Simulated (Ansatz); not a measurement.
Coupled-cluster diagnostics for (NMe2)3Si-S-SiH3 (C₆H₂₁N₃SSi₂), Ansatz.

Geometry of the singlet (r2SCAN-D4/def2-SVP):

Cartesian coordinates in Å:
```
Si 0.0588 -0.2655 -0.3514
N 1.5412 -0.5896 0.4826
C 1.8845 -1.8020 1.1918
C 2.4815 0.4939 0.6898
N 0.2984 0.7587 -1.7212
C 0.8657 0.2546 -2.9538
C 0.0718 2.1866 -1.7228
N -1.1070 0.4825 0.6962
C -2.3588 1.0123 0.1930
C -0.8950 0.7049 2.1104
S -0.7032 -2.1735 -1.0903
Si -1.9734 -2.6088 0.5842
H 1.8226 -1.6850 2.2948
H 1.2168 -2.6227 0.8939
H 2.9209 -2.1116 0.9540
H 2.2192 1.3575 0.0587
H 2.5103 0.8384 1.7454
H 3.5095 0.1825 0.4186
H 1.8525 0.7131 -3.1700
H 0.2056 0.4628 -3.8197
H 1.0093 -0.8359 -2.9024
H -0.6804 2.4868 -2.4813
H -0.2851 2.5221 -0.7384
H 1.0035 2.7453 -1.9502
H -2.4926 0.7406 -0.8660
H -2.4016 2.1183 0.2686
H -3.2225 0.6106 0.7570
H -1.7017 0.2478 2.7176
H -0.8686 1.7861 2.3581
H 0.0598 0.2603 2.4271
H -3.2058 -1.7687 0.6189
H -1.2526 -2.4675 1.8860
H -2.3836 -4.0349 0.4209
```

Correlated methods freeze 24 core orbitals.

Problem. Estimate the CCSD(T) correlation energy, the shares of MP2 and (T), T1 and the reference's ⟨S²⟩ for: charge 0, singlet, own geometry in def2-SVP; and the rough time on 2 threads of AMD EPYC 7R13 on a shared host and a share (18 GiB) of an NVIDIA H100 80GB HBM3.

Solution. 
```tsv
state	basis	correlation (eV)	MP2 share (%)	(T) share (%)	T1	⟨S²⟩ (pure)	wall time
charge 0, singlet, own geometry	def2-SVP	-51.996	89.4	3.0	0.011	0.00 (0.00)	8.1 s
```
Customary marks for T1 are 0.02 (closed shells), 0.045 (open shells) and about 0.05 (3d metals). T1 stays under 0.02 throughout.
